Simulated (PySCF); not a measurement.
Structure problem from calculated spectra and properties.

Elements present: B, C, H and O. Monoisotopic mass: 58.0590 u.

| Property | Result |
| --- | --- |
| Triplet | lowest triplet excitation (Tamm–Dancoff): 5.47 eV [TDA wB97X-D/def2-SVPD] |
| Polarisability | 46.7 au [wB97X-D/def2-SVPD] |
| Dipole | 1.58 D [wB97X-D/def2-SVPD] |
| 13C NMR | chemical shifts (computed TMS as zero) by class: 80.0 (1 C), 61.5 (1 C) ppm [GIAO PBE0/pcSseg-1] |
| Couplings | largest of the computed one-bond spin–spin couplings (means over like bonds): 13C–1H +144.4 (×3), 11B–1H +137.4 (×2), 13C–1H +126.5 (×2), 13C–11B +59.6, 17O–13C +25.8, 17O–13C +24.6 Hz [B3LYP/pcJ-1, spin–dipole term left out for some pairs] |
| Rotational structure | rotational constants A, B, C: 31.416, 4.276, 3.951 GHz [PBE0-D3(BJ)/def2-SVP] |

Gas-phase values; electronic properties from PySCF, density fitting. Levels stand in brackets. Geometry: PBE0-D3(BJ)/def2-SVP, one conformer, isolated molecule. Each NMR value is the plain mean over a class of atoms that symmetry, rotation or inversion makes alike.

Question: Which formula fits the mass and the elements?

Answer: C2H7BO (calculated 58.0590). No other formula that holds each of these elements comes within 0.0003 u with a fitting electron parity and a possible valence count.

Question: Give a SMILES that accounts for the data.

Answer: Numbering: `[BH2:1][CH2:2][O:3][CH3:4]`. 2 carbons fall into 2 classes; from least to most shielded: sp3 carbon bound to oxygen [C2] (80.0 ppm), methoxy carbon [C4] (61.5 ppm). The couplings run between: +144.4 Hz, methoxy carbon [C4] and its hydrogen (with 2 like pairs); +137.4 Hz, three-coordinate boron [B1] and its hydrogen (with 1 like pair); +126.5 Hz, sp3 carbon bound to oxygen [C2] and its hydrogen (with 1 like pair); +59.6 Hz, sp3 carbon bound to oxygen [C2] and three-coordinate boron [B1]; +25.8 Hz, ether oxygen [O3] and sp3 carbon bound to oxygen [C2]; +24.6 Hz, ether oxygen [O3] and methoxy carbon [C4]. By its constants the optimised geometry is an asymmetric top. Structure: `BCOC` (C2H7BO). Computed isomers that give other values at the same levels: `CBOC` (C2H7BO) (13C chemical shifts (computed TMS as zero) by class: 62.4 (1 C), 7.5 (1 C) ppm); `CB(C)O` (rotational constant A: 8.667 GHz; this holds for the one conformer computed). The assignments are read from this structure; whether some other isomer fits the data as well wasn't checked.

Shape of the structure used: `[BH2:1][CH2:2][O:3][CH3:4]`: B1–C2–O3–C4 -177°.
